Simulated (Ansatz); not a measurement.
`FC(F)(Cl)Br` + H₂O → `OC(F)(F)Cl` + HBr at 400 K and 1 bar (formal hydrolysis of a C–Br bond).

Gas-phase electronic energies from Ansatz, PBE0-D4/def2-TZVP geometries. CCSD(T)/CBS adds triple-zeta CCSD(T) − MP2 to the extrapolated MP2 energy (def2 sets, frozen cores). This one scheme is used for every species. For Br outer-core shells are correlated without core-valence functions, which leaves a few kJ/mol of doubt a bond. Scalar relativity is left out up to krypton. Each species was taken in one conformer, which may not be the lowest.

```csv
species,CCSD(T)/CBS energy (Eh),H − E (kJ/mol),S (J/(mol·K))
`FC(F)(Cl)Br`,-3270.70957,56.8,341.9
H₂O,-76.37941,69.8,198.6
`OC(F)(F)Cl`,-773.18536,94.6,325.7
HBr,-2573.91920,27.6,207.2
```

H − E and S are ideal-gas, rigid-rotor, harmonic terms from PBE0-D4/def2-TZVP, for one conformer and one mirror image of each species. 1 Eh = 2625.50 kJ/mol, R = 8.31446 J/(mol·K).

Q: By hand: ΔE, ΔH, ΔS and ΔG.

A: ΔE = (-773.18536) + (-2573.91920) − (-3270.70957) − (-76.37941) = -0.01558 Eh = -40.9 kJ/mol. Δ(H − E) = 94.6 + 27.6 − 56.8 − 69.8 = -4.4, so ΔH = -45.3 kJ/mol. ΔS = 325.7 + 207.2 − 341.9 − 198.6 = -7.6 J/(mol·K). ΔG = -45.3 − 400 × (-7.6)/1000 = -42.3 kJ/mol.

Q: By hand: the equilibrium constant, and the temperature at which ΔG would vanish if ΔH and ΔS stayed fixed.

A: log₁₀ K = −ΔG/(RT ln 10) = 5.5. ΔG = 0 at ΔH/ΔS = 5961 K, far beyond where these terms or the molecules hold.

The number of gas molecules stays the same, so ΔS is small and ΔH decides. A doubt of 5 kJ/mol in ΔE shifts log₁₀ K by 0.7 here. Other conformers and mirror images would add mixing entropy, several J/(mol·K) or more a flexible species. These are equilibria of isolated gas molecules and say nothing of rates. Largest T1 diagnostic: 0.011 (customary marks: 0.02 for closed shells, 0.045 for open ones).
